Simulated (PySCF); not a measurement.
First SCF of a structure search on quartet CuOCl2, at a hand-made T-shaped (ligand arrangement 1) geometry. PySCF input:

```python
from pyscf import gto, scf, dft
mol = gto.M(atom='''
Cu     0.000000     0.000000     0.000000
O     -1.719000     0.000000     0.060000
Cl     0.000000     0.000000     2.110000
Cl     2.108700     0.000000     0.073600''',
    basis={'Cu': 'def2-TZVP', 'O': 'def2-TZVP', 'Cl': 'def2-TZVP'},
    charge=0, spin=3)
mf = dft.UKS(mol, xc='PBE0')
mf.grids.atom_grid = (50, 194)
aux = {'Cu': 'def2-universal-JKFIT', 'O': 'def2-universal-JKFIT', 'Cl': 'def2-universal-JKFIT'}
mf = mf.density_fit(auxbasis=aux)
mf.conv_tol = 1e-08
mf.diis_space = 10
mf.max_cycle = 60
mf.init_guess = 'minao'
mf.verbose = 4
mf.kernel()
```

Excerpt of the output (cycles alone):

```
init E= -2635.25630131656
cycle= 1 E= -2630.48118790887  delta_E= 4.78  |g|= 4.59  |ddm|= 1.73
cycle= 2 E= -2609.97512029427  delta_E= 20.5  |g|= 9.52  |ddm|= 9.34
cycle= 3 E= -2631.82336374423  delta_E= -21.8  |g|= 3.49  |ddm|= 8.21
cycle= 4 E= -2624.05963714135  delta_E= 7.76  |g|= 3.66  |ddm|= 4.12
cycle= 5 E= -2634.42965996352  delta_E= -10.4  |g|= 1.38  |ddm|= 4.05
cycle= 6 E= -2633.73604891608  delta_E= 0.694  |g|= 1.79  |ddm|= 1.87
cycle= 7 E= -2635.30269293552  delta_E= -1.57  |g|= 0.551  |ddm|= 1.14
cycle= 8 E= -2635.46646175617  delta_E= -0.164  |g|= 0.198  |ddm|= 0.409
cycle= 9 E= -2635.4912515493  delta_E= -0.0248  |g|= 0.0746  |ddm|= 0.205
cycle= 10 E= -2635.49285335538  delta_E= -0.0016  |g|= 0.0533  |ddm|= 0.0667
cycle= 11 E= -2635.49329483614  delta_E= -0.000441  |g|= 0.0392  |ddm|= 0.0471
cycle= 12 E= -2635.49383655039  delta_E= -0.000542  |g|= 0.0234  |ddm|= 0.0262
cycle= 13 E= -2635.49409926001  delta_E= -0.000263  |g|= 0.0183  |ddm|= 0.0188
cycle= 14 E= -2635.49444131602  delta_E= -0.000342  |g|= 0.00806  |ddm|= 0.041
cycle= 15 E= -2635.49456365935  delta_E= -0.000122  |g|= 0.00334  |ddm|= 0.0333
cycle= 16 E= -2635.49459146331  delta_E= -2.78e-05  |g|= 0.00122  |ddm|= 0.0146
cycle= 17 E= -2635.49459787779  delta_E= -6.41e-06  |g|= 0.00102  |ddm|= 0.00706
cycle= 18 E= -2635.49460005755  delta_E= -2.18e-06  |g|= 0.000482  |ddm|= 0.00435
cycle= 19 E= -2635.49460057423  delta_E= -5.17e-07  |g|= 0.000252  |ddm|= 0.00202
cycle= 20 E= -2635.49460066097  delta_E= -8.67e-08  |g|= 0.000198  |ddm|= 0.00125
cycle= 21 E= -2635.49460072187  delta_E= -6.09e-08  |g|= 8.34e-05  |ddm|= 0.000689
cycle= 22 E= -2635.49460073363  delta_E= -1.18e-08  |g|= 3.61e-05  |ddm|= 0.000292
cycle= 23 E= -2635.49460073728  delta_E= -3.65e-09  |g|= 3.86e-05  |ddm|= 0.000181
Extra cycle  E= -2635.49460073374  delta_E= 3.54e-09  |g|= 0.000105  |ddm|= 9.55e-05
converged SCF energy = -2635.49460073374  <S^2> = 3.768624  2S+1 = 4.0093012
```

No lower solution of this spin was found from smeared starts or by a stability analysis within the unrestricted form.

With open d or f shells other occupations or spin states may lie lower.

The search for the lowest solution, 3 starts and the stability check together, took 28 s on 4 threads of a shared Arm Neoverse V2 host, with 150 basis functions; the process peaked at 0.64 GiB.
